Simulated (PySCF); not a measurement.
Dipole polarisabilities along group 12, charge +2

Calculated with PySCF 2.14 for the ground configurations, without spin-orbit coupling: coupled response for Hartree-Fock and DFT. Mean α in bohr³, C₆ of like pairs in atomic units.

```json
{"species": "Zn²⁺ [Ar] 3d10 (aug-cc-pwCVTZ-PP with ECP10MDF, ECP)", "α UHF": "2.149", "α PBE": "2.702", "α PBE0": "2.512", "C₆ UHF": "5.511", "C₆ PBE": "7.026", "C₆ PBE0": "6.513"}
{"species": "Cd²⁺ [Kr] 4d10 (aug-cc-pwCVTZ-PP with ECP28MDF, ECP)", "α UHF": "4.831", "α PBE": "5.544", "α PBE0": "5.306", "C₆ UHF": "23.94", "C₆ PBE": "28.08", "C₆ PBE0": "26.71"}
{"species": "Hg²⁺ [Xe] 4f14 5d10 (aug-cc-pwCVTZ-PP with ECP60MDF, ECP)", "α UHF": "7.323", "α PBE": "8.174", "α PBE0": "7.886", "C₆ UHF": "46.92", "C₆ PBE": "53.32", "C₆ PBE0": "51.20"}
```
